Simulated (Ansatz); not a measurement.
`[F][Al]([SH])[O][SiH3]`, charge 0, multiplicity 1.

Question: Give a relaxed structure at PBE0-D4/def2-TZVP (Ansatz). (An estimate is asked.)

Answer: Computed: 
```xyz
9

F     0.2783   -2.5434    1.4003
Al    0.1457   -1.5930    0.0701
S     0.1732   -2.5672   -1.8565
O    -0.0037    0.0593    0.2229
Si   -0.1295    1.6417    0.5850
H     0.0432   -1.3935   -2.5004
H    -1.4798    1.9267    1.1356
H     0.8990    2.0196    1.5886
H     0.0736    2.4498   -0.6457
```
This is one stationary point; other conformers may exist.
